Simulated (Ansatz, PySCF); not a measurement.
H5P2, SMILES P[PH3+], charge +1.

Geometry optimised at PBE-D3(BJ)/def2-TZVP. The isomer is the one that the SMILES or the coordinates give; other isomers of the formula were not compared.

Vertical ionisation energy (IE) and electron affinity (EA) in eV. Rows of orbital energies are one-electron estimates. Where ΔSCF, EOM or ADC give a negative EA the extra electron is unbound and the value depends on the basis.

```json
[
 {"level": "−ε(HOMO), −ε(LUMO), M06-2X/def2-TZVPD (PySCF)", "IE": "15.09", "EA": "5.62"},
 {"level": "−ε(HOMO), −ε(LUMO), PBE/def2-TZVPD (PySCF)", "IE": "12.87", "EA": "7.42"},
 {"level": "ADC(2)/aug-cc-pVDZ (PySCF)", "IE": "16.04", "EA": "4.36"},
 {"level": "ΔSCF, CAM-B3LYP/def2-TZVPD (Ansatz), final states of multiplicity 2 and 2", "IE": "16.40", "EA": "4.51"},
 {"level": "ΔSCF, PBE/def2-TZVPD (Ansatz), final states of multiplicity 2 and 2", "IE": "16.32", "EA": "4.68"}
]
```

Q: What vertical singlet–triplet gap does ΔSCF give with CAM-B3LYP/def2-TZVPD (Ansatz, a quantum-chemistry and plane-wave program) and with PBE/def2-TZVPD (Ansatz)? (Estimate from the structure and the level; the computed values follow.)

A: 5.11 and 4.92 eV (triplet above singlet where positive).

Q: Beyond the first one, list the lowest photoelectron lines from ADC(2)/aug-cc-pVDZ run with PySCF with their pole strengths (two spins summed). (Estimate from the structure and the level; the computed values follow.)

A: 18.56 eV (1.83), 18.87 eV (1.83), 20.84 eV (1.82), 20.96 eV (1.82), 25.81 eV (1.68).
